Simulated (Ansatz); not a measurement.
The cluster Cs₃⁻. The state is a quintet with charge -1. Geometry PBE/def2-TZVPD; atoms count from 1.

```csv
atom,x (Å),y (Å),z (Å)
Cs1,-0.011,-0.002,0.009
Cs2,-3.623,1.709,-4.017
Cs3,3.634,-1.707,4.008
```

In the def2 sets Cs takes a core potential; there is no spin–orbit coupling. The highest occupied level of the charge -1 quintet lies above zero (up to 0.23 eV). The electron is either unbound and held by the finite basis, or the level is raised by self-interaction error. At PBE0/def2-TZVPD a broken-symmetry singlet of charge -1 lies 1.06 eV below the quintet, each at its own geometry. The structure comes from a short search, and lower isomers may exist.

Q: Estimate the Mulliken populations from the PBE0/def2-TZVPD orbitals of Ansatz.

A: 
```
atom  charge (e)  spin (α − β)
 Cs1       -0.64          1.67
 Cs2       -0.18          1.16
 Cs3       -0.18          1.17
```
Mulliken values depend strongly on the basis. With diffuse functions, as here, like atoms can get unlike values, and bond orders can come out too low or too high.

Q: Where does the spin sit?

A: Summed by element: Cs 4.00, of 4 unpaired in all. Largest on single atoms: Cs1 1.67, Cs3 1.17, Cs2 1.16.
